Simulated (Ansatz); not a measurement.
Reaction (formal exchange of groups at a C–C bond): `C=CCCCCC` + `COC=O` → `C=CC(=O)OC` + `CCCCC`

Isolated molecules relaxed with PBE0-D4/def2-TZVP in Ansatz; ΔE leaves out vibrations. CCSD(T)/CBS is the MP2 limit (def2-TZVPP, def2-QZVPP) plus CCSD(T) − MP2 in def2-TZVPP, frozen cores. Functionals use def2-TZVPP. B3LYP here is the variant with VWN-RPA as its local correlation; programs differ in this. Each species was taken in one conformer, which may not be the lowest.

`C=CCCCCC`:

```xyz
21

C     0.913    2.518   -1.036
C     1.299    1.277   -1.298
C     0.391    0.107   -1.472
C     0.692   -1.033   -0.497
C     0.547   -0.657    0.973
C    -0.839   -0.173    1.383
C    -1.948   -1.183    1.134
H     1.627    3.325   -0.921
H    -0.138    2.772   -0.930
H     2.365    1.068   -1.390
H    -0.649    0.433   -1.372
H     0.498   -0.278   -2.493
H     0.041   -1.880   -0.735
H     1.716   -1.384   -0.670
H     0.813   -1.529    1.582
H     1.276    0.122    1.216
H    -1.071    0.763    0.863
H    -0.814    0.080    2.447
H    -2.905   -0.821    1.517
H    -1.732   -2.135    1.628
H    -2.080   -1.390    0.069
```

`COC=O`:

Z-matrix (Å, degrees):
```
C
O 1 1.427
H 1 1.091 2 110.5
H 1 1.087 2 105.9 3 119.7
H 1 1.091 2 110.5 3 -120.5
C 2 1.330 1 115.2 3 60.3
O 6 1.196 2 125.8 1 0.0
H 6 1.100 2 109.2 1 180.0
```

`C=CC(=O)OC`:

```xyz
12

C     2.165    0.512    1.121
C     1.421   -0.090    0.204
C    -0.040    0.133    0.157
O    -0.668    0.841    0.900
O    -0.594   -0.569   -0.842
C    -2.003   -0.423   -0.974
H     1.705    1.175    1.845
H     3.236    0.361    1.171
H     1.840   -0.761   -0.537
H    -2.264    0.620   -1.161
H    -2.290   -1.046   -1.818
H    -2.509   -0.752   -0.065
```

`CCCCC`:

```xyz
17

C    -1.995   -0.580    1.236
C    -1.052    0.085    0.248
C     0.410   -0.067    0.639
C     1.389    0.644   -0.287
C     1.424    0.084   -1.700
H    -3.040   -0.457    0.942
H    -1.879   -0.155    2.237
H    -1.794   -1.652    1.310
H    -1.217   -0.337   -0.749
H    -1.292    1.152    0.170
H     0.541    0.315    1.658
H     0.663   -1.134    0.681
H     2.393    0.583    0.147
H     1.140    1.711   -0.322
H     0.466    0.206   -2.211
H     1.661   -0.984   -1.692
H     2.182    0.586   -2.306
```

```
         level  ΔE (kcal/mol)
         B3LYP           -8.9
CCSD/CBS(def2)           -6.6
```

What does CCSD(T)/CBS give? (An estimate is asked.)

Computed: -6.5 kcal/mol. The listed levels differ from it by -2.4, -0.1 kcal/mol.

Largest T1 diagnostic among the species: 0.015.

The D4 term adds +1.7 kcal/mol with B3LYP and +1.0 kcal/mol with PBE0; it sums over pairs of atoms, weighted by their polarisabilities, and B3LYP, whose exchange is more repulsive, gets the larger term. In def2-TZVPP, CCSD(T) changes the Hartree–Fock value by +2.8 kcal/mol (the triples alone add +0.1 kcal/mol) and MP2 by +3.4 kcal/mol.
